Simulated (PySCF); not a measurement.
Vertical excitations of a molecule C2H4Cl2Si2 from PySCF with TDDFT-PBE/def2-SVPD, as energy in eV (oscillator strength): 5.22 (0.000), 5.35 (0.008), 5.36 (0.003), 5.82 (0.000), 5.85 (0.001), 5.90 (0.024), 5.98 (0.014), 6.14 (0.123), 6.21 (0.000), 6.42 (0.091). Lowest triplet (TDA): 4.38 eV. Coordinates come from a PBE0-D3(BJ)/def2-SVP optimisation. The values are those of a single conformer.

### Question
Which structure fits?
A. [SiH3]C#C[SiH](Cl)Cl
B. ClC1=C[Si@@H](Cl)[SiH2]1
C. C#C[Si]([SiH3])(Cl)Cl
D. C#C[SiH2][SiH](Cl)Cl

### Answer
A, [SiH3]C#C[SiH](Cl)Cl
